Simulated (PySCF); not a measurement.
Computed structure and properties of [Tm(H2O)]2+

System: [Tm(H2O)]2+ (singlet in the valence; each metal's 4f electrons, 13 of them, lie in its core potential, out of spins and levels); start: template (C2v). Method: PySCF 2.14.0, RKS PBE0, Tm lcecp-0-SVP with ECP59, O def2-SVP, H def2-SVP; non-relativistic Hamiltonian with scalar-relativistic core potentials where named; density fitting; no spin-orbit coupling.

Input of the relaxation:

```python
mol = gto.M(atom='''
Tm     0.00000     0.00000    -0.25396
O      0.00000     0.00000     2.31604
H      0.77000    -0.00000     2.90604
H     -0.77000     0.00000     2.90604''',
    basis={'Tm': 'lcecp-0-SVP', 'O': 'def2-SVP', 'H': 'def2-SVP'},
    ecp={'Tm': 'lcecp-0-SVP'},
    charge=2, spin=0)
mf = dft.RKS(mol, xc='PBE0')
mf.grids.atom_grid = (50, 194)  # f atoms: unpruned, at least (60, 302)
mf = mf.density_fit()  # fitting sets: Tm AutoAux, O def2-universal-JKFIT, H def2-universal-JKFIT
mf.conv_tol = 1e-08; mf.max_cycle = 55
mf.kernel(dm0)  # dm0: converged density of the start geometry
# quasi-Newton relaxation in Cartesian coordinates to a largest gradient under 0.00045 Eh/bohr, steps kept in the point group
```

Run from Python with OMP_NUM_THREADS=2; the lines above give its settings. Where DIIS fails, smearing, a level shift and second-order steps follow.
It took 5.8 s on 2 threads of Arm Neoverse V2, on a shared host, from the converged density of the start.

Course of the relaxation:

| step | energy above end (eV) | largest force component within the symmetry (eV/Å) |
| --- | --- | --- |
| 0 | 0.1209 | 1.238 |
| 1 | 0.0743 | 0.801 |
| 2 | 0.0140 | 0.948 |
| 3 | 0.0019 | 0.139 |
| 4 | 0.0002 | 0.060 |
| 5 | 0.0000 | 0.012 |
| 6 | 0.0000 | 0.001 |

Relaxed geometry (C2v):

```xyz
4

Tm    0.0000    0.0000   -0.0986
O     0.0000    0.0000    2.2544
H     0.7673    0.0000    2.8592
H    -0.7673    0.0000    2.8592
```

```tsv
contact	Å
Tm1–O2 (H2O)	2.353
```

On the finer grid (75, 302):

```yaml
HOMO: not given (4f levels lie in the core)
LUMO: not given (4f levels lie in the core)
Dipole_about_the_centre_of_mass: 2.04 D
Set_of_Mulliken_populations_of_Tm1_outside_the_core_potential: s 2.05, p 6.04, d 0.14, f 0.01
D3_BJ_dispersion_energy_not_in_the_energies: -0.058 eV
```

| atom | Mulliken (e) | Löwdin (e) | spin (e) |
| --- | --- | --- | --- |
| Tm1 | 1.76 | 1.69 | 0.00 |
| O2 | -0.34 | -0.03 | 0.00 |
| H3 | 0.29 | 0.17 | 0.00 |
| H4 | 0.29 | 0.17 | 0.00 |

The 4f levels lie in the core potential and are missing. Their spin isn't counted.

On the grid (50, 194), as all that follows. Harmonic modes: a minimum; lowest 341 cm⁻¹ (negative: unstable), highest 3767 cm⁻¹, zero-point energy 0.661 eV.

Taking off one H2O (charge 0, singlet; the rest: singlet) in vacuum, both parts rigid, costs 2.59 eV; the small basis without counterpoise inflates it. Parting with an electron moved from the ligand to the metal can be far cheaper, even downhill.

Rigid scan of H2O along the line from its metal:

(distance to O2 (Å), energy (eV)): (2.05, 0.503), (2.15, 0.190), (2.25, 0.041), (2.35, 0.000), (2.45, 0.030), (2.55, 0.105), (2.75, 0.322)

One start shape was tried, so this needn't be the lowest isomer.

An lcecp potential fixes the number of 4f electrons, so in runs with it no electron can move into or out of that shell.
